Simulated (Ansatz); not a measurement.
As$_{4}$ (`[As]12[As]3[As]1[As]23`). The species carries charge 0 and has multiplicity 1. All single points use the PBE0-D4/def2-TZVP geometry.

```xyz
4

As    0.079    0.979   -1.113
As   -1.275   -0.755   -0.095
As    0.053    0.720    1.297
As    1.142   -0.944   -0.089
```

Question: What is the dipole moment at PBE/def2-TZVPP? (Best estimate.)

Answer: Ansatz gave: 0.00 D, zero by symmetry or nearly so.

Question: Give the Mulliken charges with PBE, ωB97M-V, B3LYP in def2-TZVPP. (Estimate.)

Answer: Computed: 
| atom | PBE | ωB97M-V | B3LYP |
| --- | --- | --- | --- |
| As1 | 0.00 | 0.00 | 0.00 |
| As2 | 0.00 | 0.00 | 0.00 |
| As3 | 0.00 | 0.00 | 0.00 |
| As4 | 0.00 | 0.00 | 0.00 |

B3LYP here is the variant with VWN-RPA as its local correlation; programs differ in this.
